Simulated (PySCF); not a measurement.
## A series of octahedral complexes of Different ions with NH3 ligands

All values are computed with PySCF: state-averaged CASSCF of the d shell with SC-NEVPT2, spin-free X2C, triple-zeta basis on the metal and double-zeta on the ligands, mean-field spin-orbit coupling; DFT geometries.

| complex | point group | M–L / Å | L–M–L / ° (cis) | solvent |
| --- | --- | --- | --- | --- |
| [V(NH3)6]2+ | S6 | 2.21 | 89–91 | water |
| [Cr(NH3)6]3+ | S6 | 2.07 | 89–91 | water |
| [Mn(NH3)6]2+ | S6 | 2.29 | 89–91 | water |
| [Ni(NH3)6]2+ | S6 | 2.14 | 89–91 | water |
| [Cr(NH3)6]2+ | Ci | 2.16–2.47 | 89–91 | water |
| [Co(NH3)6]2+ | S6 | 2.18 | 89–91 | water |
| [Ru(NH3)6]3+ | Ci | 2.10 | 88–92 | water |

For [Ru(NH3)6]3+ the d shell alone is too small an active space: its values show what this model gives and aren't sound predictions.

Problem. Rank by the spin-orbit constant ζ, lowest first.
A. [Mn(NH3)6]2+
B. [Ni(NH3)6]2+
C. [Ru(NH3)6]3+
D. [Cr(NH3)6]2+
E. [Cr(NH3)6]3+
F. [Co(NH3)6]2+
G. [V(NH3)6]2+

Solution. G (166 cm⁻¹), D (229 cm⁻¹), E (254 cm⁻¹), A (309 cm⁻¹), F (515 cm⁻¹), B (647 cm⁻¹), C (1028 cm⁻¹).

Problem. What are the ground states and moments?

Solution. 
```
     complex  shell  ground state (NEVPT2)  total orbital splitting (CASSCF fit) / cm⁻¹  μeff(300 K) / μB
 [V(NH3)6]2+     d3        4Ag (from 4A2g)                                        15134              3.86
[Cr(NH3)6]3+     d3        4Ag (from 4A2g)                                        19395              3.85
[Mn(NH3)6]2+     d5        6Ag (from 6A1g)                                         8706              5.92
[Ni(NH3)6]2+     d8        3Ag (from 3A2g)                                         8601              3.17
[Cr(NH3)6]2+     d4         5Ag (from 5Eg)                                        15350              4.88
[Co(NH3)6]2+     d7        4Ag (from 4T1g)                                         8712              5.25
[Ru(NH3)6]3+     d5        2Ag (from 2T2g)                                        34359              2.23
```

In [Co(NH3)6]2+ the next state lies within 300 cm⁻¹ of the lowest, inside the method's error, so which of them is lowest is undecided.

In [V(NH3)6]2+, [Cr(NH3)6]3+, [Mn(NH3)6]2+, [Ni(NH3)6]2+, [Cr(NH3)6]2+, [Co(NH3)6]2+, [Ru(NH3)6]3+ the symmetry is lower than cubic, so the total splitting isn't 10Dq alone: it holds the effect of the lower symmetry too.
